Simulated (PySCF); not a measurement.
# From computed data to an observable: dipole moment from atomic charges

C3H3F3, SMILES F[C@H]1[C@H](F)[C@H]1F. Atoms are numbered in the order given.

```xyz
9

F     -1.2002     0.2033     1.4082
C     -0.2143    -0.4375     0.7525
C     -0.2143    -0.4375    -0.7525
F     -1.2002     0.2033    -1.4082
C      0.7708     0.3899     0.0000
F      2.0776     0.0529     0.0000
H      0.1379    -1.3466     1.2536
H      0.1379    -1.3466    -1.2536
H      0.5756     1.4691     0.0000
```
Charge 0, spin multiplicity 1.

Coordinates come from a PBE0-D3(BJ)/def2-SVP optimisation. The structure was generated by enumeration; whether it is a known compound was not checked.

Charges (e) from PBE/def2-TZVP (PySCF):

| atom | IAO | Mulliken |
|---|---|---|
| F1 | -0.271 | -0.166 |
| C2 | 0.113 | 0.064 |
| C3 | 0.113 | 0.064 |
| F4 | -0.271 | -0.166 |
| C5 | 0.108 | 0.056 |
| F6 | -0.281 | -0.172 |
| H7 | 0.161 | 0.103 |
| H8 | 0.161 | 0.103 |
| H9 | 0.168 | 0.112 |

The dipole moment of the full density is 1.11 D.

Task: What dipole moment does each set of point charges give, and which comes closer to that of the density?

Result: 
μ = Σ q r, and 1 e Å = 4.8032 D.
IAO: Σ q r = (0.243, -0.369, 0.000) e Å, |μ| = 2.12 D.
Mulliken: Σ q r = (0.150, -0.224, 0.000) e Å, |μ| = 1.29 D.
Mulliken comes closer in size. Point charges leave out the atoms' own dipoles (lone pairs, polarised bonds); fits to the potential absorb them, partitions of the density don't.
